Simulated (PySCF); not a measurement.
Polarisability and C₆ of Au³⁺ (gold, charge +3)

[Xe] 4f14 5d8, high-spin 3F determinant. Calculation: PySCF 2.14, in aug-cc-pVTZ-PP with one added diffuse shell each of s, p, d, f, g type with ECP60MDF (7s7p6d4f3g, 113 functions); scalar relativity through the core potential. Coupled (time-dependent) response in atomic units; α is the mean over directions.

| method | mean α (bohr³) | C₆ (like pair) | S(−4) |
| --- | --- | --- | --- |
| PBE0 | 5.988 | 34.28 | 5.879 |

S(−4) is the Cauchy moment in α(ω) = α(0) + S(−4) ω² + …

Spin-orbit coupling is absent.

α(iu) at PBE0:

```
u (hartree)  α(iu) (bohr³)
          0          5.988
     0.0500          5.974
      0.100          5.931
      0.200          5.768
      0.300          5.528
      0.500          4.937
      0.750          4.192
       1.00          3.547
       1.50          2.576
       2.00          1.922
       3.00          1.158
       5.00         0.5310
```

For an ion, C₆ is the dispersion term alone; charge-induced terms of lower order in 1/R come first.

Energies and moments cover only the electrons outside the core potential. Spin-orbit coupling, absent here, splits the open shell strongly.
